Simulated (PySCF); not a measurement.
Geometry:
```
atom   x (Å)   y (Å)   z (Å)
  B1  -2.872   0.143   0.048
  P2  -1.217  -0.759  -0.244
  C3  -0.282  -0.453  -1.790
  C4   1.198  -0.508  -1.404
  C5   1.333  -0.237   0.076
  C6   2.692   0.088   0.599
  C7   0.206  -0.352   0.810
  C8   0.022  -0.180   2.280
  H9  -3.214  -0.191   1.175
 H10  -2.585   1.329  -0.057
 H11  -3.621  -0.273  -0.826
 H12  -1.309  -2.179  -0.157
 H13  -0.572   0.561  -2.107
 H14  -0.566  -1.146  -2.593
 H15   1.794   0.210  -1.992
 H16   1.629  -1.503  -1.623
 H17   3.406  -0.709   0.332
 H18   2.712   0.214   1.688
 H19   3.072   1.015   0.137
 H20  -0.309  -1.121   2.751
 H21  -0.762   0.565   2.487
 H22   0.946   0.141   2.780
```

Geometry: PBE0-D3(BJ)/def2-SVP; GIAO shifts from PySCF 2.14.0 with density-fitted response routines, gas phase, non-relativistic, averaged over equivalent atoms.

At PBE0/pcSseg-1 (213 basis functions, 68 s wall time on 1 thread of an Arm Neoverse N1, shared host):
```
      atoms  δ (ppm)
         B1    -47.8
         P2      3.4
         C5    156.6
         C7    131.0
         C4     40.9
         C3     20.9
         C6     17.6
         C8     14.5
        H12     5.54
        H16     2.47
        H15     2.42
H20/H21/H22     1.97
H17/H18/H19     1.85
        H14     1.83
        H13     1.65
 H9/H10/H11     1.00
```

References, each an isolated molecule treated in the same way: $^{11}$B (100.73 ppm) against BF3·OEt2; $^{31}$P (310.13 ppm) vs H3PO4; $^{13}$C (184.41 ppm) and $^{1}$H (31.27 ppm) against TMS.

Problem. Estimate the result of repeating the calculation with HF/pcSseg-1.

Solution. 
```json
{"atoms": "B1", "δ at HF/pcSseg-1": "-38.5", "change": "+9.3"}
{"atoms": "P2", "δ at HF/pcSseg-1": "5.4", "change": "+2.0"}
{"atoms": "C5", "δ at HF/pcSseg-1": "159.4", "change": "+2.8"}
{"atoms": "C7", "δ at HF/pcSseg-1": "127.4", "change": "-3.6"}
{"atoms": "C4", "δ at HF/pcSseg-1": "34.5", "change": "-6.4"}
{"atoms": "C3", "δ at HF/pcSseg-1": "15.9", "change": "-5.0"}
{"atoms": "C6", "δ at HF/pcSseg-1": "16.1", "change": "-1.5"}
{"atoms": "C8", "δ at HF/pcSseg-1": "12.6", "change": "-1.9"}
{"atoms": "H12", "δ at HF/pcSseg-1": "4.94", "change": "-0.60"}
{"atoms": "H16", "δ at HF/pcSseg-1": "2.22", "change": "-0.25"}
{"atoms": "H15", "δ at HF/pcSseg-1": "2.20", "change": "-0.22"}
{"atoms": "H20/H21/H22", "δ at HF/pcSseg-1": "1.97", "change": "+0.00"}
{"atoms": "H17/H18/H19", "δ at HF/pcSseg-1": "1.87", "change": "+0.02"}
{"atoms": "H14", "δ at HF/pcSseg-1": "1.66", "change": "-0.17"}
{"atoms": "H13", "δ at HF/pcSseg-1": "1.54", "change": "-0.11"}
{"atoms": "H9/H10/H11", "δ at HF/pcSseg-1": "0.81", "change": "-0.19"}
```

Shifts are taken against calculated references (same method and geometry level): $^{11}$B (σ = 115.29 ppm) vs BF3·OEt2; $^{31}$P (σ = 356.22 ppm) vs H3PO4; $^{13}$C (σ = 190.85 ppm) and $^{1}$H (σ = 31.69 ppm) vs TMS.

The largest change is at B1 (boron bonded to P, 3 H). Cost: 213 basis functions, 32 s wall time on 1 thread of an Arm Neoverse N1, shared host. The order of the carbon signals changes between the two levels.

Experimental scales use liquid or dissolved standards, which lie at an offset from isolated H3PO4.
